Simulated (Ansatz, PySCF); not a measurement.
sulfuric acid (H2O4S), SMILES OS(=O)(=O)O. Atoms are numbered in the order given.

```xyz
7

O     -1.0194     0.7390     0.8264
S      0.0000     0.0000    -0.2048
O     -0.7105    -1.0698    -0.8717
O      0.7105     1.0698    -0.8716
O      1.0194    -0.7390     0.8264
H     -1.6858     0.0821     1.1053
H      1.6858    -0.0822     1.1053
```
Charge 0, spin multiplicity 1.

The structure is a stationary point at TPSSh-D3(BJ)/def2-SVP. The values are those of a single conformer.

Two levels are set side by side: PBE-D3(BJ)/def2-SVP (Ansatz, an electronic-structure program) and TPSSh-D3(BJ)/def2-SVP (PySCF). Each level has its own optimised geometry; the coordinates shown are those of the second. Frequencies come from the Hessian of PySCF at each geometry. Differences are taken from unrounded values.

```csv
quantity,TPSSh-D3(BJ)
mean bond length (Å),1.350
bond O1–S2 (Å),1.628
bond S2–O3 (Å),1.447
bond S2–O4 (Å),1.447
bond S2–O5 (Å),1.628
bond O1–H6 (Å),0.976
bond O5–H7 (Å),0.976
highest harmonic wavenumber (cm⁻¹),3721
mean harmonic wavenumber (cm⁻¹),1117
zero-point energy (kcal/mol),23.95
```

Question: What does PBE-D3(BJ) give, and how far is it from TPSSh-D3(BJ)? (An estimate is asked for; the answer gives what the named calculation found.)

Answer: 
| quantity | PBE-D3(BJ) | PBE-D3(BJ) minus TPSSh-D3(BJ) |
|---|---|---|
| mean bond length (Å) | 1.362 | 0.012 |
| bond O1–S2 (Å) | 1.645 | 0.018 |
| bond S2–O3 (Å) | 1.459 | 0.012 |
| bond S2–O4 (Å) | 1.459 | 0.012 |
| bond S2–O5 (Å) | 1.645 | 0.018 |
| bond O1–H6 (Å) | 0.982 | 0.006 |
| bond O5–H7 (Å) | 0.982 | 0.006 |
| highest harmonic wavenumber (cm⁻¹) | 3648 | -73 |
| mean harmonic wavenumber (cm⁻¹) | 1087 | -30 |
| zero-point energy (kcal/mol) | 23.31 | -0.65 |

Exact exchange shortens and stiffens bonds; PBE has none. Differences between two approximate levels are no errors against the true value.
